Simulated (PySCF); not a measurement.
# `[C-]#[N+]/C=C/C=C/C=C/F`, C7H6FN

Molfile (atoms numbered from 1):
```
C7H6FN
     RDKit          3D

 15 14  0  0  0  0  0  0  0  0999 V2000
   -4.0448    1.9602   -2.3511 C   0  0  0  0  0  0  0  0  0  0  0  0
   -3.2726    1.1818   -1.9438 N   0  0  0  0  0  0  0  0  0  0  0  0
   -2.3876    0.2789   -1.4787 C   0  0  0  0  0  0  0  0  0  0  0  0
   -1.2370    0.6340   -0.8815 C   0  0  0  0  0  0  0  0  0  0  0  0
   -0.2908   -0.3142   -0.3842 C   0  0  0  0  0  0  0  0  0  0  0  0
    0.8638    0.0358    0.2142 C   0  0  0  0  0  0  0  0  0  0  0  0
    1.8142   -0.9124    0.7143 C   0  0  0  0  0  0  0  0  0  0  0  0
    2.9524   -0.5497    1.3026 C   0  0  0  0  0  0  0  0  0  0  0  0
    3.8252   -1.4550    1.7622 F   0  0  0  0  0  0  0  0  0  0  0  0
   -2.6735   -0.7560   -1.6218 H   0  0  0  0  0  0  0  0  0  0  0  0
   -1.0048    1.6845   -0.7659 H   0  0  0  0  0  0  0  0  0  0  0  0
   -0.5369   -1.3613   -0.5042 H   0  0  0  0  0  0  0  0  0  0  0  0
    1.1105    1.0820    0.3353 H   0  0  0  0  0  0  0  0  0  0  0  0
    1.5884   -1.9639    0.6056 H   0  0  0  0  0  0  0  0  0  0  0  0
    3.2891    0.4633    1.4696 H   0  0  0  0  0  0  0  0  0  0  0  0
  1  2  3  0
  2  3  1  0
  3  4  2  0
  4  5  1  0
  5  6  2  0
  6  7  1  0
  7  8  2  0
  8  9  1  0
  3 10  1  0
  4 11  1  0
  5 12  1  0
  6 13  1  0
  7 14  1  0
  8 15  1  0
M  CHG  2   1  -1   2   1
M  END
```

Computed with PySCF, TDDFT wB97X-D/aug-cc-pVDZ excited states, vertical, gas phase. Geometry: GFN2-xTB.

Q: Give the one- and two-photon strengths of the lowest singlets.

A: δ for parallel linear polarisation; σ at the peak of a Lorentzian of half width 0.1 eV, single beam; Ω is circular over linear.
```
state  E (eV)      f  photon λ (nm)  δ (au)  σ (GM)     Ω                                main
   S1    4.48  1.344            553     689    5.07  0.68                      HOMO→LUMO 0.97
   S2    5.81  0.000            427    3.86    0.05  1.50  HOMO→LUMO+1 0.54, HOMO→LUMO+2 0.27
   S3    5.86  0.001            423    32.7    0.41  1.50  HOMO→LUMO+2 0.57, HOMO→LUMO+1 0.25
   S4    6.25  0.029            397   20100  287.79  0.66  HOMO→LUMO+5 0.61, HOMO−1→LUMO 0.26
   S5    6.32  0.000            392    6.31    0.09  1.44  HOMO→LUMO+4 0.26, HOMO→LUMO+3 0.24
```

Among these, the strongest one-photon state is S1, the strongest two-photon state S4, with a dipole change of 0.3 D (relaxed, norm of the difference vector).
